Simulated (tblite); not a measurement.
Isomers of C5H9NO2Si. All values are computed: GFN2-xTB (tblite) harmonic vibrations without scaling, gas phase. Errors from tens to a few hundred cm⁻¹ against measured bands are possible. Modes of hydrogen on silicon can be 10 to 20 % off. One conformer each.

Electronic energies: GFN2-xTB at the same geometries; isomer energies are rough at this level and their order can be wrong.

```json
{"SMILES": "C/C=C(\\C#N)O[SiH2]OC", "electronic energy, lowest = 0 (kJ/mol)": "33.3"}
{"SMILES": "C=C(OC)[SiH2]/N=C/C=O", "electronic energy, lowest = 0 (kJ/mol)": "347.8"}
{"SMILES": "CC(=O)N[Si@H]1C=CCO1", "electronic energy, lowest = 0 (kJ/mol)": "0.0"}
{"SMILES": "CO[Si@@H](O)[C@H]1C[C@@H]1C#N", "electronic energy, lowest = 0 (kJ/mol)": "61.1"}
{"SMILES": "C=CC(=O)N[SiH2]C(C)=O", "electronic energy, lowest = 0 (kJ/mol)": "194.7"}
{"SMILES": "CCc1nocc1O[SiH3]", "electronic energy, lowest = 0 (kJ/mol)": "77.0"}
```

Task: How do GFN2-xTB zero-point energies change the relative energies?

Result: 
```tsv
SMILES	ZPE (kJ/mol)	of it from modes above 1550 cm⁻¹	electronic (kJ/mol)	with ZPE, lowest = 0 (kJ/mol)	lowest mode (cm⁻¹)	rings
CC(=O)N[Si@H]1C=CCO1	354.0	181.0	0.0	0.0	50	1
C/C=C(\C#N)O[SiH2]OC	342.7	177.0	33.3	22.1	52	0
CO[Si@@H](O)[C@H]1C[C@@H]1C#N	349.4	176.4	61.1	56.5	17	1
CCc1nocc1O[SiH3]	343.7	160.3	77.0	66.7	43	1
C=CC(=O)N[SiH2]C(C)=O	339.5	188.5	194.7	180.2	39	0
C=C(OC)[SiH2]/N=C/C=O	334.6	182.6	347.8	328.3	21	0
```

The zero-point energies span 19.4 kJ/mol, from `C=C(OC)[SiH2]/N=C/C=O` to `CC(=O)N[Si@H]1C=CCO1`. The order is unchanged.

Task: What do entropy and thermal enthalpy add at 298.15 K and 1 bar (rigid rotor, harmonic oscillator, one conformer each)?

Result: 
```tsv
SMILES	point group	symmetry number	S (J/(mol K))	H − H(0) (kJ/mol)	ZPE + H − H(0) − TS (kJ/mol)
CC(=O)N[Si@H]1C=CCO1	C1	1	424.8	29.81	257.1
CCc1nocc1O[SiH3]	C1	1	423.2	29.43	247.0
C=CC(=O)N[SiH2]C(C)=O	C1	1	456.1	33.53	237.0
```

Not tabulated: `C/C=C(\C#N)O[SiH2]OC` (point group not settled); `CO[Si@@H](O)[C@H]1C[C@@H]1C#N` (lowest mode only 17 cm⁻¹); `C=C(OC)[SiH2]/N=C/C=O` (lowest mode only 21 cm⁻¹).
